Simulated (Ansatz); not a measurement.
A short molecular-dynamics run on `C[CH](C)[Zn][OH]`.

```yaml
crystal:
  periodic: [false, false, false]
  atoms:
    - {symbol: C, position_ang: [-1.304532, -0.844444, 0.242572]}
    - {symbol: C, position_ang: [0.015700, -0.108233, 0.451868]}
    - {symbol: C, position_ang: [1.201881, -0.991766, 0.076723]}
    - {symbol: Zn, position_ang: [0.053890, 1.608634, -0.465074]}
    - {symbol: O, position_ang: [0.054027, 3.126065, -1.401213]}
    - {symbol: H, position_ang: [-2.167667, -0.257943, 0.567667]}
    - {symbol: H, position_ang: [-1.463216, -1.104921, -0.808165]}
    - {symbol: H, position_ang: [-1.316515, -1.785488, 0.807946]}
    - {symbol: H, position_ang: [0.100542, 0.138676, 1.517520]}
    - {symbol: H, position_ang: [2.162702, -0.512605, 0.281611]}
    - {symbol: H, position_ang: [1.190135, -1.260196, -0.983870]}
    - {symbol: H, position_ang: [1.178024, -1.932385, 0.642425]}
    - {symbol: H, position_ang: [0.295048, 3.924636, -0.930010]}
basis:
  gaussian: {orbitals: "6-31G*"}
hamiltonian: {xc: {name: r2SCAN}}
md: {timestep: 2 fs, n_steps: 20, ensemble: nve, temperature: 300, initial_velocities: maxwell_boltzmann, seed: 163}
```

```sh
$ ansatz run in.yaml --threads 4 --pin off --events-out ev --progress --plain --max-ram 11315MiB
```

| step | time (fs) | potential energy (eV) | kinetic (eV) | T (K) | conserved (eV) |
| --- | --- | --- | --- | --- | --- |
| 0 | 0.0 | -53696.2392 | 0.4266 | 300 | -53695.8126 |
| 1 | 2.0 | -53696.1629 | 0.3746 | 263 | -53695.7884 |
| 2 | 4.0 | -53696.1141 | 0.3169 | 223 | -53695.7972 |
| 3 | 6.0 | -53696.0228 | 0.2405 | 169 | -53695.7822 |
| 4 | 8.0 | -53696.0264 | 0.2256 | 159 | -53695.8008 |
| 5 | 10.0 | -53696.0283 | 0.2359 | 166 | -53695.7924 |
| 6 | 12.0 | -53696.0730 | 0.2686 | 189 | -53695.8044 |
| 7 | 14.0 | -53696.0359 | 0.2532 | 178 | -53695.7827 |
| 8 | 16.0 | -53696.0911 | 0.2821 | 198 | -53695.8090 |
| 9 | 18.0 | -53696.0499 | 0.2602 | 183 | -53695.7897 |
| 10 | 20.0 | -53696.0875 | 0.2775 | 195 | -53695.8099 |
| 11 | 22.0 | -53696.0106 | 0.2254 | 159 | -53695.7852 |
| 12 | 24.0 | -53695.9891 | 0.1871 | 132 | -53695.8020 |
| 13 | 26.0 | -53695.9304 | 0.1429 | 100 | -53695.7875 |
| 14 | 28.0 | -53695.9822 | 0.1790 | 126 | -53695.8032 |
| 15 | 30.0 | -53696.0110 | 0.2272 | 160 | -53695.7838 |
| 16 | 32.0 | -53696.1052 | 0.3013 | 212 | -53695.8039 |
| 17 | 34.0 | -53696.0737 | 0.2836 | 199 | -53695.7901 |
| 18 | 36.0 | -53696.0679 | 0.2635 | 185 | -53695.8044 |
| 19 | 38.0 | -53695.9930 | 0.2140 | 150 | -53695.7790 |
| 20 | 40.0 | -53696.0166 | 0.2225 | 156 | -53695.7941 |

Velocities are drawn at the set temperature; a run this short doesn't reach equilibrium.

Frames (Å, forces in eV/Å):

```xyz
13
time=0.0 fs
C    -1.305   -0.844    0.243   -0.002    0.055   -0.021
C     0.016   -0.108    0.452    0.017    0.764   -0.382
C     1.202   -0.992    0.077    0.004    0.052   -0.022
Zn    0.054    1.609   -0.465    0.001   -0.024   -0.038
O     0.054    3.126   -1.401   -0.139   -1.011    0.065
H    -2.168   -0.258    0.568   -0.123    0.092    0.051
H    -1.463   -1.105   -0.808   -0.021   -0.044   -0.151
H    -1.317   -1.785    0.808   -0.006   -0.135    0.075
H     0.101    0.139    1.518    0.011   -0.006    0.185
H     2.163   -0.513    0.282    0.138    0.077    0.032
H     1.190   -1.260   -0.984   -0.005   -0.041   -0.152
H     1.178   -1.932    0.642    0.000   -0.135    0.075
H     0.295    3.925   -0.930    0.125    0.356    0.282
13
time=2.0 fs
C    -1.305   -0.867    0.248   -0.543    0.343    0.762
C     0.007   -0.097    0.437    0.159    0.310    0.490
C     1.207   -0.982    0.079   -0.693   -0.544   -0.351
Zn    0.055    1.612   -0.464   -0.049   -0.120   -0.062
O     0.061    3.114   -1.402    0.411    1.076    0.990
H    -2.167   -0.245    0.583    0.306   -0.425   -0.135
H    -1.496   -1.143   -0.781    0.011   -0.020   -0.606
H    -1.336   -1.828    0.816    0.160    0.483   -0.047
H     0.083    0.177    1.518   -0.044   -0.210   -0.352
H     2.166   -0.515    0.286    0.324    0.105   -0.013
H     1.134   -1.238   -0.990    0.349    0.092   -0.015
H     1.166   -1.971    0.591    0.029    0.449    0.099
H     0.308    3.963   -0.919   -0.420   -1.538   -0.760
13
time=4.0 fs
C    -1.306   -0.889    0.256   -0.660    0.496    0.295
C    -0.001   -0.086    0.424    0.215   -0.210    0.860
C     1.210   -0.973    0.080   -0.836   -0.581   -0.695
Zn    0.056    1.615   -0.462   -0.106   -0.215   -0.131
O     0.068    3.105   -1.401    0.209    0.519    0.500
H    -2.155   -0.249    0.594    0.213   -0.533   -0.136
H    -1.527   -1.182   -0.777    0.169    0.179   -0.211
H    -1.349   -1.853    0.823    0.302    0.608    0.029
H     0.064    0.207    1.505   -0.045   -0.296   -0.398
H     2.181   -0.514    0.290    0.041   -0.056   -0.126
H     1.091   -1.213   -0.996    0.641    0.169    0.115
H     1.156   -1.992    0.543    0.057    0.693    0.248
H     0.304    3.942   -0.937   -0.200   -0.776   -0.350
13
time=6.0 fs
C    -1.310   -0.910    0.265   -0.241    0.671   -0.749
C    -0.009   -0.075    0.413    0.174   -0.747    0.641
C     1.210   -0.967    0.078   -0.653   -0.002   -0.894
Zn    0.056    1.619   -0.461   -0.164   -0.323   -0.204
O     0.076    3.098   -1.398   -0.489   -1.945   -0.956
H    -2.134   -0.273    0.599   -0.360   -0.185    0.056
H    -1.553   -1.215   -0.781    0.339    0.349    0.348
H    -1.351   -1.854    0.830    0.386    0.192    0.298
H     0.043    0.225    1.477    0.010   -0.228    0.094
H     2.198   -0.515    0.288   -0.328   -0.189   -0.187
H     1.073   -1.180   -0.998    0.761    0.119    0.001
H     1.147   -1.986    0.504    0.043    0.380    0.513
H     0.293    3.891   -0.968    0.523    1.907    1.037
13
time=8.0 fs
C    -1.315   -0.928    0.272    0.264    0.989   -1.139
C    -0.016   -0.066    0.405    0.069   -1.133    0.289
C     1.208   -0.960    0.074   -0.578    0.616   -0.929
Zn    0.057    1.622   -0.460   -0.205   -0.490   -0.134
O     0.083    3.085   -1.398   -0.010    0.060   -0.210
H    -2.128   -0.303    0.606   -0.780    0.152    0.213
H    -1.565   -1.233   -0.772    0.350    0.280    0.365
H    -1.337   -1.847    0.849    0.408   -0.244    0.470
H     0.022    0.235    1.452    0.084   -0.122    0.603
H     2.203   -0.523    0.280   -0.331   -0.093   -0.087
H     1.084   -1.144   -1.000    0.679   -0.040   -0.246
H     1.141   -1.966    0.485   -0.005   -0.149    0.685
H     0.302    3.913   -0.959    0.055    0.175    0.118
13
time=10.0 fs
C    -1.318   -0.943    0.275    0.227    1.318   -0.178
C    -0.023   -0.061    0.398   -0.051   -1.143    0.465
C     1.205   -0.952    0.067   -0.724    0.525   -0.839
Zn    0.058    1.624   -0.459   -0.245   -0.685    0.006
O     0.090    3.073   -1.399    0.423    2.002    0.442
H    -2.151   -0.329    0.621   -0.394   -0.044    0.071
H    -1.564   -1.242   -0.748    0.191   -0.022   -0.197
H    -1.309   -1.850    0.886    0.351   -0.059    0.168
H     0.005    0.241    1.451    0.146   -0.172    0.430
H     2.194   -0.535    0.269    0.012    0.190    0.154
H     1.121   -1.109   -1.012    0.450   -0.231   -0.285
H     1.134   -1.952    0.493   -0.022   -0.182    0.486
H     0.312    3.942   -0.946   -0.366   -1.498   -0.723
13
time=12.0 fs
C    -1.321   -0.954    0.277    0.004    1.376    0.986
C    -0.030   -0.059    0.392   -0.169   -0.861    0.923
C     1.199   -0.942    0.057   -0.659   -0.036   -0.702
Zn    0.058    1.627   -0.457   -0.297   -0.863    0.106
O     0.098    3.065   -1.398    0.187    1.186   -0.152
H    -2.189   -0.356    0.640    0.257   -0.357   -0.178
H    -1.556   -1.251   -0.732    0.043   -0.295   -0.616
H    -1.266   -1.856    0.929    0.190    0.370   -0.367
H    -0.007    0.240    1.466    0.202   -0.308   -0.157
H     2.187   -0.539    0.263    0.188    0.393    0.369
H     1.176   -1.082   -1.034    0.144   -0.365    0.020
H     1.126   -1.945    0.519    0.018    0.235    0.000
H     0.309    3.914   -0.961   -0.108   -0.474   -0.233
13
time=14.0 fs
C    -1.324   -0.960    0.283    0.006    1.055    0.748
C    -0.037   -0.061    0.389   -0.264   -0.534    0.985
C     1.191   -0.932    0.045   -0.029   -0.220   -0.485
Zn    0.058    1.629   -0.456   -0.349   -1.013    0.180
O     0.107    3.061   -1.397   -0.386   -1.173   -1.411
H    -2.217   -0.396    0.651    0.454   -0.306   -0.246
H    -1.546   -1.271   -0.740    0.097   -0.242   -0.100
H    -1.217   -1.847    0.959   -0.002    0.386   -0.604
H    -0.011    0.227    1.474    0.247   -0.330   -0.422
H     2.186   -0.528    0.271   -0.153    0.341    0.396
H     1.235   -1.070   -1.056   -0.175   -0.397    0.353
H     1.119   -1.928    0.545    0.064    0.407   -0.368
H     0.302    3.867   -0.985    0.490    2.026    0.974
13
time=16.0 fs
C    -1.327   -0.963    0.290    0.417    0.635   -0.355
C    -0.046   -0.064    0.389   -0.316   -0.279    0.463
C     1.182   -0.922    0.031    0.645    0.096   -0.140
Zn    0.059    1.630   -0.455   -0.384   -1.148    0.338
O     0.114    3.053   -1.400    0.131    1.069   -0.481
H    -2.228   -0.448    0.653    0.070    0.095   -0.078
H    -1.533   -1.300   -0.752    0.179   -0.025    0.596
H    -1.167   -1.823    0.965   -0.121   -0.088   -0.377
H    -0.006    0.201    1.467    0.273   -0.182   -0.131
H     2.180   -0.505    0.295   -0.552    0.192    0.261
H     1.288   -1.073   -1.064   -0.406   -0.335    0.366
H     1.114   -1.896    0.557    0.081    0.075   -0.392
H     0.314    3.898   -0.971   -0.016   -0.104   -0.071
13
time=18.0 fs
C    -1.329   -0.964    0.297    0.899    0.372   -0.961
C    -0.055   -0.068    0.390   -0.302   -0.073   -0.270
C     1.176   -0.913    0.017    0.799    0.503    0.299
Zn    0.058    1.630   -0.453   -0.420   -1.199    0.449
O     0.122    3.048   -1.405    0.450    2.461    0.119
H    -2.237   -0.497    0.652   -0.383    0.452    0.128
H    -1.512   -1.331   -0.741    0.122    0.083    0.598
H    -1.123   -1.803    0.957   -0.174   -0.598    0.028
H     0.010    0.168    1.455    0.266    0.029    0.385
H     2.152   -0.474    0.328   -0.530    0.127    0.088
H     1.326   -1.089   -1.058   -0.470   -0.208    0.024
H     1.113   -1.862    0.554    0.069   -0.475   -0.159
H     0.325    3.925   -0.960   -0.325   -1.474   -0.727
13
time=20.0 fs
C    -1.328   -0.963    0.301    0.793    0.177   -0.231
C    -0.066   -0.072    0.391   -0.171    0.159   -0.426
C     1.173   -0.902    0.004    0.416    0.363    0.740
Zn    0.058    1.630   -0.452   -0.459   -1.126    0.421
O     0.131    3.049   -1.408    0.158    1.022   -0.436
H    -2.260   -0.528    0.656   -0.111    0.358    0.064
H    -1.487   -1.358   -0.707   -0.054    0.002   -0.128
H    -1.085   -1.805    0.949   -0.316   -0.501    0.109
H     0.036    0.137    1.457    0.174    0.131    0.375
H     2.104   -0.438    0.365   -0.085    0.161   -0.049
H     1.345   -1.112   -1.051   -0.392   -0.018   -0.316
H     1.114   -1.845    0.544    0.068   -0.590   -0.034
H     0.323    3.896   -0.977   -0.022   -0.138   -0.089
13
time=22.0 fs
C    -1.324   -0.962    0.304    0.315   -0.230    0.778
C    -0.076   -0.076    0.390    0.109    0.347    0.058
C     1.170   -0.889   -0.007   -0.022   -0.341    0.924
Zn    0.057    1.629   -0.450   -0.489   -0.959    0.319
O     0.140    3.053   -1.413   -0.313   -1.327   -1.352
H    -2.287   -0.546    0.662    0.500    0.088   -0.140
H    -1.464   -1.385   -0.677   -0.199   -0.046   -0.745
H    -1.059   -1.827    0.946   -0.510    0.025   -0.059
H     0.069    0.110    1.474   -0.040    0.140   -0.189
H     2.053   -0.396    0.400    0.384    0.140   -0.195
H     1.350   -1.137   -1.056   -0.286    0.264   -0.228
H     1.118   -1.851    0.534    0.094   -0.125   -0.147
H     0.321    3.861   -0.997    0.455    2.023    0.975
13
time=24.0 fs
C    -1.319   -0.962    0.309   -0.031   -0.934    0.482
C    -0.087   -0.078    0.390    0.443    0.381    0.426
C     1.168   -0.878   -0.015   -0.063   -0.779    0.863
Zn    0.056    1.628   -0.447   -0.499   -0.757    0.259
O     0.148    3.053   -1.422    0.218    0.935   -0.060
H    -2.295   -0.560    0.663    0.628    0.035   -0.193
H    -1.449   -1.415   -0.677   -0.187    0.274   -0.366
H    -1.052   -1.848    0.941   -0.544    0.336   -0.090
H     0.100    0.089    1.484   -0.270    0.185   -0.530
H     2.017   -0.348    0.428    0.469   -0.103   -0.457
H     1.343   -1.151   -1.070   -0.194    0.552    0.097
H     1.125   -1.862    0.518    0.115    0.317   -0.205
H     0.336    3.904   -0.980   -0.085   -0.442   -0.227
13
time=26.0 fs
C    -1.315   -0.965    0.316   -0.005   -1.399   -0.546
C    -0.096   -0.080    0.391    0.696    0.286    0.308
C     1.165   -0.869   -0.020    0.104   -0.547    0.741
Zn    0.055    1.626   -0.445   -0.506   -0.512    0.126
O     0.157    3.055   -1.430    0.431    1.755    0.594
H    -2.279   -0.573    0.657    0.121    0.242   -0.041
H    -1.440   -1.433   -0.690   -0.122    0.625    0.270
H    -1.066   -1.856    0.933   -0.366    0.194    0.119
H     0.121    0.075    1.473   -0.383    0.282   -0.271
H     1.999   -0.305    0.438    0.326   -0.419   -0.698
H     1.330   -1.144   -1.080   -0.098    0.674    0.187
H     1.137   -1.860    0.494    0.111    0.323   -0.045
H     0.348    3.930   -0.972   -0.309   -1.503   -0.744
13
time=28.0 fs
C    -1.310   -0.972    0.321    0.067   -1.156   -1.125
C    -0.103   -0.080    0.393    0.810    0.119   -0.103
C     1.163   -0.862   -0.022    0.130    0.068    0.531
Zn    0.054    1.624   -0.443   -0.516   -0.242   -0.108
O     0.167    3.062   -1.437    0.070   -0.138   -0.007
H    -2.259   -0.577    0.648   -0.429    0.458    0.119
H    -1.437   -1.428   -0.693   -0.106    0.600    0.346
H    -1.095   -1.857    0.929   -0.095   -0.198    0.404
H     0.127    0.072    1.452   -0.349    0.379    0.367
H     1.993   -0.277    0.422    0.300   -0.511   -0.677
H     1.312   -1.111   -1.083   -0.017    0.562   -0.046
H     1.153   -1.846    0.468    0.095   -0.065    0.231
H     0.347    3.898   -0.992    0.040    0.125    0.070
13
time=30.0 fs
C    -1.305   -0.984    0.323   -0.374   -0.412   -0.554
C    -0.107   -0.080    0.395    0.890   -0.017   -0.114
C     1.162   -0.855   -0.023    0.000    0.424    0.223
Zn    0.052    1.622   -0.440   -0.519    0.016   -0.340
O     0.178    3.069   -1.444   -0.330   -2.197   -0.754
H    -2.255   -0.563    0.645   -0.212    0.322    0.042
H    -1.437   -1.399   -0.683   -0.150    0.192   -0.200
H    -1.127   -1.865    0.940    0.065   -0.273    0.377
H     0.120    0.083    1.445   -0.301    0.376    0.627
H     1.998   -0.269    0.379    0.440   -0.312   -0.377
H     1.294   -1.057   -1.088   -0.014    0.289   -0.270
H     1.172   -1.835    0.451    0.081   -0.347    0.323
H     0.349    3.871   -1.009    0.424    1.940    1.016
13
time=32.0 fs
C    -1.301   -0.996    0.323   -0.921    0.175    0.443
C    -0.109   -0.080    0.396    0.971   -0.034    0.578
C     1.160   -0.846   -0.024    0.047    0.236   -0.116
Zn    0.049    1.619   -0.438   -0.507    0.230   -0.469
O     0.187    3.070   -1.452    0.203    0.267    0.713
H    -2.259   -0.536    0.643    0.342   -0.022   -0.117
H    -1.444   -1.364   -0.681   -0.180   -0.242   -0.675
H    -1.156   -1.883    0.966    0.088    0.105   -0.058
H     0.101    0.108    1.462   -0.319    0.208    0.141
H     2.021   -0.273    0.322    0.464   -0.070   -0.024
H     1.275   -0.992   -1.103   -0.106   -0.039   -0.122
H     1.195   -1.837    0.447    0.050   -0.102    0.060
H     0.367    3.919   -0.988   -0.132   -0.711   -0.353
13
time=34.0 fs
C    -1.301   -1.008    0.324   -1.062    0.392    0.275
C    -0.107   -0.080    0.399    0.876    0.019    1.243
C     1.158   -0.837   -0.024    0.540    0.091   -0.383
Zn    0.047    1.617   -0.436   -0.484    0.408   -0.603
O     0.197    3.072   -1.459    0.348    0.936    1.250
H    -2.250   -0.511    0.637    0.453   -0.200   -0.120
H    -1.457   -1.337   -0.704   -0.065   -0.314   -0.165
H    -1.182   -1.898    0.989    0.106    0.368   -0.441
H     0.070    0.142    1.484   -0.257   -0.030   -0.393
H     2.061   -0.280    0.264    0.077   -0.050    0.176
H     1.252   -0.928   -1.123   -0.209   -0.359    0.223
H     1.220   -1.843    0.445   -0.020    0.282   -0.277
H     0.379    3.939   -0.980   -0.301   -1.542   -0.786
13
time=36.0 fs
C    -1.303   -1.018    0.326   -0.661    0.634   -0.701
C    -0.103   -0.081    0.406    0.552    0.035    1.309
C     1.158   -0.827   -0.026    1.081    0.271   -0.525
Zn    0.044    1.615   -0.435   -0.458    0.537   -0.764
O     0.208    3.076   -1.463   -0.060   -1.048    0.402
H    -2.223   -0.493    0.626    0.004   -0.089    0.049
H    -1.472   -1.323   -0.733    0.102   -0.244    0.625
H    -1.204   -1.898    0.996    0.160    0.181   -0.428
H     0.030    0.174    1.492   -0.061   -0.201   -0.408
H     2.104   -0.289    0.213   -0.417   -0.094    0.279
H     1.221   -0.878   -1.135   -0.229   -0.593    0.343
H     1.243   -1.838    0.432   -0.097    0.299   -0.374
H     0.380    3.900   -1.002    0.085    0.312    0.191
13
time=38.0 fs
C    -1.308   -1.027    0.326   -0.032    1.127   -1.275
C    -0.096   -0.081    0.417    0.133   -0.047    0.766
C     1.162   -0.816   -0.030    1.127    0.532   -0.516
Zn    0.041    1.614   -0.434   -0.429    0.601   -0.862
O     0.218    3.077   -1.466   -0.413   -2.728   -0.391
H    -2.197   -0.479    0.617   -0.528    0.101    0.233
H    -1.484   -1.318   -0.739    0.160   -0.260    0.713
H    -1.220   -1.892    0.986    0.210   -0.276   -0.091
H    -0.014    0.199    1.483    0.190   -0.237    0.095
H     2.131   -0.301    0.173   -0.539    0.033    0.353
H     1.181   -0.851   -1.133   -0.157   -0.668    0.104
H     1.264   -1.822    0.405   -0.138   -0.090   -0.194
H     0.385    3.873   -1.017    0.417    1.912    1.062
13
time=40.0 fs
C    -1.313   -1.032    0.322    0.220    1.662   -0.626
C    -0.090   -0.081    0.431   -0.222   -0.153    0.112
C     1.169   -0.804   -0.035    0.595    0.425   -0.394
Zn    0.038    1.613   -0.433   -0.398    0.595   -0.818
O     0.228    3.072   -1.470    0.149    0.057    1.087
H    -2.190   -0.461    0.617   -0.460   -0.051    0.207
H    -1.489   -1.323   -0.718    0.074   -0.361   -0.028
H    -1.228   -1.896    0.973    0.195   -0.397    0.112
H    -0.049    0.215    1.479    0.381   -0.218    0.586
H     2.138   -0.312    0.146   -0.197    0.320    0.375
H     1.135   -0.849   -1.127   -0.025   -0.559   -0.223
H     1.278   -1.809    0.370   -0.146   -0.430    0.061
H     0.405    3.919   -0.991   -0.166   -0.890   -0.450
```

Run time 75 s (4 threads of an Arm Neoverse V1 on a shared host); peak host memory 0.6 GiB.
